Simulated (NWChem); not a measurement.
Species: InHI2; SMILES [I][InH][I]

def2 effective core potentials on In, I; no spin-orbit coupling.

Problem. Give the equilibrium geometry at PBE-D3(BJ)/def2-SVP with def2 effective core potentials on In, I (NWChem) as a list of bonds and angles, with the point group.

Solution. point group C2v; any orientation.
Bonds (Å): In1–H2 1.729, In1–I3 2.692, In1–I4 2.692. Bond angles (°): H2–In1–I3 122.6, H2–In1–I4 122.6, I3–In1–I4 114.7.
